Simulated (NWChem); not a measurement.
# SnHOClF2; SMILES [OH][Sn]([F])([F])[Cl]

```xyz
6

O     -0.0028     0.9684     1.8005
Sn     0.0000     0.2506    -0.0113
F      1.5151     0.9027    -0.9885
F     -1.5117     0.9028    -0.9935
Cl    -0.0003    -2.0466     0.0254
H     -0.0021     1.9355     1.8020
```
Atoms are numbered in this order, from 1.

Level: PBE0/def2-SVP with def2 effective core potentials on Sn (NWChem), optimised geometry, unscaled harmonic frequencies. def2 effective core potentials on Sn; no spin-orbit coupling.

**Question.** List the harmonic frequencies with IR intensities, and the thermochemistry.

**Answer.** 
```json
[
 {"frequency (cm⁻¹)": "27", "IR intensity (km/mol)": "71.6"},
 {"frequency (cm⁻¹)": "125", "IR intensity (km/mol)": "0.3"},
 {"frequency (cm⁻¹)": "139", "IR intensity (km/mol)": "2.4"},
 {"frequency (cm⁻¹)": "178", "IR intensity (km/mol)": "26.8"},
 {"frequency (cm⁻¹)": "182", "IR intensity (km/mol)": "70.7"},
 {"frequency (cm⁻¹)": "183", "IR intensity (km/mol)": "54.2"},
 {"frequency (cm⁻¹)": "410", "IR intensity (km/mol)": "36.3"},
 {"frequency (cm⁻¹)": "645", "IR intensity (km/mol)": "33.7"},
 {"frequency (cm⁻¹)": "670", "IR intensity (km/mol)": "66.4"},
 {"frequency (cm⁻¹)": "674", "IR intensity (km/mol)": "77.8"},
 {"frequency (cm⁻¹)": "883", "IR intensity (km/mol)": "67.6"},
 {"frequency (cm⁻¹)": "3866", "IR intensity (km/mol)": "132.0"}
]
```

```json
{
  "zero_point_energy": "11.4 kcal/mol",
  "thermal correction to the enthalpy at 298.15 K (with zero-point energy)": "16.8 kcal/mol",
  "heat capacity Cv": "22.1 cal/(mol K)",
  "entropy at 298.15 K and 1 atm (symmetry number 1)": "90.8 cal/(mol K)"
}
```

Rigid rotor and harmonic oscillator; modes under 100 cm⁻¹ make the entropy uncertain.
